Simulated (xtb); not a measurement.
trichloroethylene (C2HCl3), singlet, from a rough starting geometry; GFN2-xTB in xtb.

xtb was given this input:
```
$ xtb mol.xyz --gfn 2 --opt vtight --json

# file mol.xyz
6

Cl     1.86322603     1.04078892    -0.01980277
C      0.69250655    -0.28963833    -0.08280280
C     -0.56028651     0.05841052     0.00120822
Cl    -1.30334102     1.69446584     0.04386611
Cl    -1.74256021    -1.20222448    -0.01916120
H      0.98305666    -1.26468815    -0.06833869
```

What the program printed (banner, timings and long lists left out):

```
   ID    Z sym.   atoms
    1   17 Cl     1, 4, 5
    2    6 C      2, 3
    3    1 H      6

           -------------------------------------------------
          |                Calculation Setup                |
           -------------------------------------------------

           -------------------------------------------------
          |                 G F N 2 - x T B                 |
           -------------------------------------------------

          ...................................................
          :                      SETUP                      :
          :.................................................:
          :  # basis functions                  39          :
          :  # atomic orbitals                  36          :
          :  # shells                           14          :
          :  # electrons                        30          :
          :  max. iterations                   250          :
          :  Hamiltonian                  GFN2-xTB          :
          :  restarted?                      false          :
          :  GBSA solvation                  false          :
          :  PC potential                    false          :
          :  electronic temp.          300.0000000     K    :
          :  accuracy                    1.0000000          :
          :  -> integral cutoff          0.2500000E+02      :
          :  -> integral neglect         0.1000000E-07      :
          :  -> SCF convergence          0.1000000E-05 Eh   :
          :  -> wf. convergence          0.1000000E-03 e    :
          :  Broyden damping             0.4000000          :
          :  net charge                          0          :
          :  unpaired electrons                  0          :
          ...................................................

 iter      E             dE          RMSdq      gap      omega  full diag
   1    -18.4687827 -0.184688E+02  0.536E+00    4.81       0.0  T
   2    -18.4951438 -0.263612E-01  0.334E+00    3.95       1.0  T
   3    -18.4959672 -0.823373E-03  0.183E+00    4.28       1.0  T
   4    -18.4993368 -0.336962E-02  0.855E-01    4.17       1.0  T
   5    -18.5021864 -0.284951E-02  0.177E-01    4.12       1.0  T
   6    -18.5022464 -0.600452E-04  0.131E-01    4.14       1.0  T
   7    -18.5023084 -0.619830E-04  0.873E-02    4.12       1.0  T
   8    -18.5023370 -0.285819E-04  0.329E-02    4.13       1.2  T
   9    -18.5023402 -0.326710E-05  0.199E-02    4.13       2.1  T
[...]
         :: total energy             -18.401726981543 Eh    ::
 * total energy  :   -18.4017270 Eh     change       -0.1492140E-09 Eh
 * total energy  :   -18.4096759 Eh     change       -0.7948885E-02 Eh
 * total energy  :   -18.4118692 Eh     change       -0.2193343E-02 Eh
 * total energy  :   -18.4119298 Eh     change       -0.6062921E-04 Eh
 * total energy  :   -18.4120500 Eh     change       -0.1201383E-03 Eh
 * total energy  :   -18.4120524 Eh     change       -0.2374829E-05 Eh
 * total energy  :   -18.4120645 Eh     change       -0.1216298E-04 Eh
 * total energy  :   -18.4120650 Eh     change       -0.4428508E-06 Eh
 * total energy  :   -18.4120651 Eh     change       -0.1898480E-06 Eh
 * total energy  :   -18.4120652 Eh     change       -0.6658805E-08 Eh
   *** GEOMETRY OPTIMIZATION CONVERGED AFTER 10 ITERATIONS ***
         :: total energy             -18.412065155293 Eh    ::
[...]
      -------------------------------------------------------------
                  HL-Gap            0.1455565 Eh            3.9608 eV
             Fermi-level           -0.3399423 Eh           -9.2503 eV

     #   Z          covCN         q      C6AA      α(0)
     1  17 Cl       0.953    -0.097   102.159    15.463
     2   6 C        2.893     0.018    27.610     8.615
     3   6 C        2.813     0.149    24.754     8.152
     4  17 Cl       1.091    -0.082   101.729    15.431
     5  17 Cl       1.093    -0.094   102.101    15.459
     6   1 H        0.926     0.105     1.736     2.060

 Mol. C6AA /au·bohr⁶  :       1750.300791
 Mol. C8AA /au·bohr⁸  :      65155.044376
 Mol. α(0) /au        :         65.179586

Wiberg/Mayer (AO) data.
largest (>0.10) Wiberg bond orders for each atom

 ---------------------------------------------------------------------------
     #   Z sym  total        # sym  WBO       # sym  WBO       # sym  WBO
 ---------------------------------------------------------------------------
     1  17 Cl   1.186 --     2 C    1.027
     2   6 C    3.920 --     3 C    1.763     1 Cl   1.027     6 H    0.952
     3   6 C    3.890 --     2 C    1.763     4 Cl   1.024     5 Cl   1.006
     4  17 Cl   1.202 --     3 C    1.024
     5  17 Cl   1.179 --     3 C    1.006
     6   1 H    0.989 --     2 C    0.952
 ---------------------------------------------------------------------------

Topologies differ in total number of bonds
Writing topology from bond orders to xtbtopo.mol

molecular dipole:
                 x           y           z       tot (Debye)
 q only:        0.227      -0.461      -0.017
   full:        0.142      -0.293      -0.011       0.827
molecular quadrupole (traceless):
                xx          xy          yy          xz          yz          zz
 q only:       -1.580      -1.916       0.007      -0.006       0.027       1.572
  q+dip:       -1.329      -3.046       0.361      -0.048       0.064       0.969
   full:       -1.807      -2.069       1.053      -0.016       0.069       0.755

optimized geometry written to: xtbopt.xyz

           -------------------------------------------------
          | TOTAL ENERGY              -18.412065155293 Eh   |
          | GRADIENT NORM               0.000019957111 Eh/α |
          | HOMO-LUMO GAP               3.960792980687 eV   |
           -------------------------------------------------

normal termination of xtb
```
